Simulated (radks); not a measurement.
Results of a calculation; reference values are marked as such.
Species: the nitrogen ion N3.75+. Configuration: 1s(up 1, down 0.25) 2s2 (fractional occupations, a model configuration).

Code: a radial shooting solver on a logarithmic mesh with Libxc functionals. Model: non-relativistic Kohn-Sham, PBE, spin-polarised, spherical densities, point nucleus.

Energy parts (eV):
part                     energy
total                 -1031.649
kinetic                1029.921
electron-nucleus      -2187.790
Hartree                 225.040
exchange-correlation    -98.820

Orbitals (lengths in bohr, moments of r in powers of bohr):
[
 {"orbital": "1s up", "occ.": "1", "eigenvalue (eV)": "-527.3588", "<r^2>": "0.06486", "<1/r>": "6.876"},
 {"orbital": "1s down", "occ.": "0.25", "eigenvalue (eV)": "-506.2571", "<r^2>": "0.06705", "<1/r>": "6.791"},
 {"orbital": "2s up", "occ.": "1", "eigenvalue (eV)": "-90.4802", "<r^2>": "1.173", "<1/r>": "1.464"},
 {"orbital": "2s down", "occ.": "1", "eigenvalue (eV)": "-89.4444", "<r^2>": "1.199", "<1/r>": "1.448"}
]

The highest occupied level is 2s down at -89.444 eV. The density falls to 0.001 e/bohr^3 at r = 2.25 bohr. Spin moment in Bohr magnetons: 0.75. Summed over all electrons, <r^2> = 2.454 bohr^2, which gives a Langevin (diamagnetic) susceptibility term of -1.94 x 10^-6 cm^3/mol. The electron density at the nucleus is 150.4 e/bohr^3. The spin density at the nucleus is 80.30 e/bohr^3 (1s 80.11, 2s 0.19), a Fermi contact field of 4.21e+03 T.
